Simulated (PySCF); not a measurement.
ethoxymethyl(methyl)silane (C₄H₁₂OSi), SMILES C[SiH2]COCC. Geometry: PBE-D3(BJ)/def2-SVP. One conformer was computed; it need not be the lowest.

Q: Give the equilibrium geometry at PBE-D3(BJ)/def2-SVP (PySCF confirms it by a frequency run) as Cartesian coordinates in Å. (Estimate from the structure and the level; the computed values follow.)

A: This is not unique; one that fits is 
```xyz
18

C     -3.2728     0.2712    -0.0393
C     -1.8259     0.6770    -0.2523
O     -1.0945    -0.4614    -0.6697
C      0.2881    -0.2102    -0.8792
Si     1.3519    -0.2704     0.7211
C      3.1617     0.1000     0.3067
H     -3.6998    -0.1477    -0.9723
H     -3.8825     1.1446     0.2659
H     -3.3484    -0.5030     0.7499
H     -1.7533     1.4843    -1.0267
H     -1.3982     1.1057     0.6880
H      0.4512     0.7569    -1.4204
H      0.6621    -1.0073    -1.5595
H      0.8459     0.7260     1.7328
H      1.2204    -1.6422     1.3286
H      3.7973     0.0382     1.2129
H      3.2718     1.1188    -0.1174
H      3.5559    -0.6249    -0.4345
```
